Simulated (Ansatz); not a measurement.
The same path of H₅NSSn (8 atoms, charge 0, multiplicity 1) was run twice with different band settings. The coordinate that changes most is the dihedral H4–N1–Sn2–S3.

The calculation used RKS PBE0-D4/def2-SVP in Ansatz.

Relaxed end points:

```xyz
8
Properties=species:S:1:pos:R:3
N -1.130 0.398 -0.776
Sn 0.544 0.359 0.390
S 1.225 -1.962 0.431
H -1.639 1.279 -0.727
H -0.944 0.199 -1.758
H 0.050 0.923 1.930
H 1.917 1.196 -0.214
H -0.023 -2.392 0.724
```

```xyz
8
Properties=species:S:1:pos:R:3
N -1.004 0.375 -0.936
Sn 0.567 0.352 0.363
S 0.514 -1.841 1.382
H -1.914 0.397 -0.481
H -0.969 1.141 -1.606
H 0.481 1.443 1.688
H 1.961 0.593 -0.601
H 0.365 -2.462 0.190
```

Common settings: movable images 7; climbing image yes; optimiser quadratic models (default); start path IDPP; force threshold 0.05 eV/Å; end points relaxed.

| run | spring | iteration limit |
| --- | --- | --- |
| 1 | 5.0 eV/Å² | 56 |
| 2 | 20.0 eV/Å² | 60 |

Problem. What does each run give, and how far can it be trusted?

Solution. Run 1: converged after 6 iterations, highest image 0.020 eV above the first end. A vibrational analysis at the climbing image gives one clearly imaginary mode, 114i cm⁻¹: a first-order saddle point.
Run 2: converged after 6 iterations, highest image 0.020 eV above the first end. Another band between the same ends (7 images) ends at a top of the same energy, where a vibrational analysis finds 1 clearly imaginary mode.
